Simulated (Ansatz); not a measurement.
Molecule: 2,2-difluoropropan-1-ol, C3H6F2O, charge 0, multiplicity 1. 
Structure (B3LYP-D3(BJ)/def2-TZVP (Ansatz, a quantum-chemistry and plane-wave program) minimum search):
```xyz
12

C      1.3689    -0.7877    -0.2058
C      0.3137     0.2674    -0.0122
F      0.6652     1.4108    -0.7019
F      0.2694     0.6271     1.3138
C     -1.0886    -0.0978    -0.4704
O     -1.4516    -1.3284     0.1298
H      1.0923    -1.6840     0.3452
H      2.3218    -0.4086     0.1609
H      1.4597    -1.0320    -1.2636
H     -1.7516     0.7199    -0.1735
H     -1.0794    -0.1680    -1.5636
H     -2.4058    -1.4333     0.0783
```
Charge 0, spin multiplicity 1.

Basis-set convergence of Hartree-Fock and MP2 correlation energies (hartree) with Ansatz. Valence correlation only, unless marked. Spin-orbit coupling is left out. No relativistic terms.

```json
[
 {"basis": "cc-pVDZ", "functions": "114", "E(HF)": "-390.86117", "E(corr, MP2)": "-0.97515"},
 {"basis": "cc-pVTZ", "functions": "264", "E(HF)": "___", "E(corr, MP2)": "___"}
]
```

Task: Fill in the missing entries.

Result: 
- cc-pVTZ, E(HF): -390.98957
- cc-pVTZ, E(corr, MP2): -1.25268
